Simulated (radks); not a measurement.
Q: These are the eigenvalues of the occupied orbitals of an atom or ion with whole-number occupations (eV). All-electron calculation, scalar-relativistic Kohn-Sham, r2SCAN, spin-unpolarised, spherical densities, finite nucleus; meta-GGA in the generalised Kohn-Sham scheme; Fermi nuclear charge, rms radius of each element as measured or else 0.836 A^(1/3) + 0.57 fm. Program: a radial shooting solver on a logarithmic mesh with Libxc functionals.

1s: -29097.05
2s: -4433.337
2p: -3979.875
3s: -885.7084
3p: -736.4380
3d: -507.1006
4s: -166.9972
4p: -121.7224
4d: -55.7828
5s: -35.5952

Which element is it, and in what charge state? The configuration may be excited.

A: Z = 50, tin, charge +3: Sn3+ in [Kr] 4d10 5s1. The list shows which subshells hold electrons but not how many an open one holds; the 1s level, -1069.3 hartree, gives Z - s = 46.2 by -(Z - s)^2/2, which with screening and relativity narrows Z to a few neighbours, and the depths of the outer levels then fix element, charge and occupations together.
